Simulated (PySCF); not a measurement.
How good is the calculation?

Geometry (Å), atoms numbered from 1 in this order:
```xyz
21

C     2.4480   -0.2835    1.0151
C     2.3927    0.3872   -0.3507
C     1.1630    1.2926   -0.4881
C    -0.1040    0.5129   -0.4174
C    -0.5848   -0.4321   -1.3432
C    -1.7701   -0.8657   -0.7942
Cl   -2.9107   -2.0087   -1.3516
N    -1.9502   -0.2083    0.3720
C    -3.0464   -0.3253    1.2883
N    -0.9399    0.6278    0.6011
H     1.5573   -0.8857    1.1766
H     3.3213   -0.9274    1.0919
H     2.4978    0.4642    1.8029
H     3.2922    0.9881   -0.5003
H     2.3656   -0.3762   -1.1310
H     1.2078    1.8186   -1.4449
H     1.1549    2.0286    0.3164
H    -0.1411   -0.7433   -2.2651
H    -3.1552   -1.3581    1.6228
H    -3.9776   -0.0066    0.8160
H    -2.8294    0.3178    2.1376
```

The experiment to reproduce: δ ¹⁵N N10 -78.4; N8 -188.2 ppm (measured; solution, CDCl3; L. Larina, Magnetochemistry 8 (2022) 52 (functionalized azoles: NMR spectroscopy and quantum chemistry)).

One averaged value for each set of equivalent atoms, in vacuum, no relativistic terms, single conformer. Coordinates at the GFN2-xTB level; PBE0/pcSseg-1 with gauge-including orbitals; PySCF 2.14.0 with density-fitted response routines.

Question: What does the calculation give, and how does it compare?

Answer: 
Reference values: measured (solution, CDCl3; L. Larina, Magnetochemistry 8 (2022) 52 (functionalized azoles: NMR spectroscopy and quantum chemistry)).
```csv
atoms,quantity,reference,computed,"computed, scaled"
N10,δ ¹⁵N vs CH3NO2,-78.4,–,-76.8
N8,δ ¹⁵N vs CH3NO2,-188.2,–,-192.7
```

Computed shifts are σ(ref) − σ with the named reference compound (TMS for H and C) calculated as an isolated molecule at the same level. The measured values may be among those fitted. Shieldings were converted by a linear fit to measured shifts: ¹⁵N (scatter 6.3 ppm rms vs CH3NO2, solution or neat liquid). A few per cent of atoms miss by over 2 rms, more outside the fitted compound classes.
